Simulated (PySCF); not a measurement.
**Excitation energy of Sr by level of theory**

Sr [Kr] 5s2 (1S) → Sr [Kr] 4d2 (3F), as a difference of total energies. All numbers are calculated (PySCF 2.14, scalar relativity by spin-free X2C-1e, in aug-cc-pVTZ-X2C (8s7p5d2f, 68 functions)). Correlated levels: valence: [Kr] frozen. The calculations carry no spin-orbit coupling.

```tsv
method	excitation energy (eV)
UHF	4.395
LDA	4.157
PBE	3.859
PBE0	3.992
r2SCAN	3.667
revPBE	3.740
r2SCAN0	3.898
r2SCANh	3.759
BP86	3.900
MP2 (valence)	4.771
SCS-MP2 (valence)	4.956
```

Task: How much does correlation contribute at MP2 (valence)?

Result: 4.771 − (4.395) = 0.376 eV, measured against UHF.

A first-order spin-orbit estimate (lowest level to lowest level, LS coupling) adds -0.020 eV.
